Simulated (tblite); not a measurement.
Species: C3H12BPSi.
Z-matrix (Å and degrees, GFN2-xTB geometry), rows numbered from 1:
```
C 
C   1  1.5241
C   2  1.5336  1  111.33
B   3  1.5796  2  114.53  1   -64.54
P   4  1.8500  3  122.70  2   148.20
Si  5  2.2242  4  101.52  3  -122.34
H   1  1.0880  2  110.79  3  -179.11
H   1  1.0884  2  110.49  3   -59.03
H   1  1.0886  2  110.22  3    60.63
H   2  1.0919  1  109.30  3  -120.98
H   2  1.0933  1  109.20  3   121.33
H   3  1.0947  2  108.69  1    62.32
H   3  1.0970  2  107.99  1   176.52
H   4  1.1744  3  120.28  2   -37.78
H   5  1.3829  4  101.55  3   -20.46
H   6  1.4620  5  105.63  4   164.08
H   6  1.4615  5  106.44  4   -77.06
H   6  1.4685  5  115.11  4    43.94
```

Level: GFN2-xTB in tblite, geometry and Hessian alike; calculated harmonic values, unscaled, isolated species. Against measured fundamentals such values can be off by several per cent, at times by over 20. Modes of hydrogen on boron, phosphorus and silicon can be 10 to 20 % off. One conformer, not necessarily the lowest.

Harmonic wavenumbers (cm⁻¹): 25.1, 38.2, 71.9, 95.4, 171.9, 199.6, 244.5, 293.0, 396.3, 470.5, 493.7, 515.4, 592.5, 627.6, 746.4, 750.6, 761.8, 774.5, 796.7, 817.1, 851.0, 918.3, 950.4, 1022.7, 1060.8, 1092.6, 1129.9, 1186.5, 1250.9, 1322.7, 1343.4, 1413.2, 1467.5, 1497.2, 1502.8, 1507.5, 2209.8, 2266.7, 2276.7, 2317.3, 2603.9, 2915.7, 2947.5, 2958.8, 2982.1, 3021.7, 3026.4, 3032.2.

A = 3557, B = 1019, C = 842.5 MHz; mass 118.054 u (most abundant isotopes); point group C1, symmetry number 1.

Problem. What is the zero-point energy?

Solution. Half the sum of the wavenumbers: 30479 cm⁻¹ = 87.14 kcal/mol.

Problem. Give the ideal-gas entropy at 273.15 K and 1 bar in the rigid-rotor, harmonic-oscillator model (classical rotation).

Solution. Translation 39.80, rotation 28.78, vibration 30.55: S = 99.1 cal/(mol K).

Problem. And Cp and H(273.15 K) − H(0)?

Solution. Cp = 35.81 cal/(mol K), of which vibrations give 27.86 (their classical limit is 48 R = 95.4); H(273.15 K) − H(0) = 6.18 kcal/mol without the zero-point energy, 4.01 from vibrations.

Problem. What must be added to the electronic energy to get the Gibbs energy at 273.15 K and 1 bar?

Solution. ZPE + [H(273.15 K) − H(0)] − T·S = 87.14 + 6.18 − 27.08 = 66.24 kcal/mol.

Problem. Which modes carry the vibrational entropy at 273.15 K?

Solution. 25.1 cm⁻¹: 6.01; 38.2 cm⁻¹: 5.18; 71.9 cm⁻¹: 3.93; 95.4 cm⁻¹: 3.38; 171.9 cm⁻¹: 2.25; 199.6 cm⁻¹: 1.98 cal/(mol K); the other 42 give 7.83 together.

Problem. Blend soft modes into free rotors: weight 1/[1 + (100 cm⁻¹/ν̃)⁴] for the oscillator and the rest for a rotor with moment μB/(μ + B), μ = h/(8π²ν), B = 10⁻⁴⁴ kg m². What vibrational entropy results?

Solution. 26.33 cal/(mol K) in place of 30.55, which changes −T·S at 273.15 K by +1.15 kcal/mol.

Problem. How do the functions run with temperature in this model?

Solution. 
| T (K) | S (cal/(mol K)) | Cp (cal/(mol K)) | H − H(0) (kcal/mol) | G − H(0) (kcal/mol) | ln q(vib) |
| --- | --- | --- | --- | --- | --- |
| 50 | 61.2 | 14.8 | 0.57 | -2.48 | 1.28 |
| 100 | 72.9 | 19.5 | 1.44 | -5.86 | 2.98 |
| 298.15 | 102.4 | 38.2 | 7.11 | -23.42 | 8.66 |
| 373.15 | 111.7 | 45.1 | 10.24 | -31.45 | 10.65 |
| 500 | 126.4 | 55.0 | 16.62 | -46.56 | 13.93 |
| 750 | 151.5 | 69.0 | 32.24 | -81.39 | 20.06 |
| 1000 | 172.7 | 78.4 | 50.74 | -121.99 | 25.68 |

q(vib) and H(0) count from the zero-point level.

Hindered rotation and anharmonicity are outside this model. Other conformers, if any are populated, would add a mixing term that is left out. The structure is chiral; the term R ln 2 for an equal mix with its mirror image is left out.
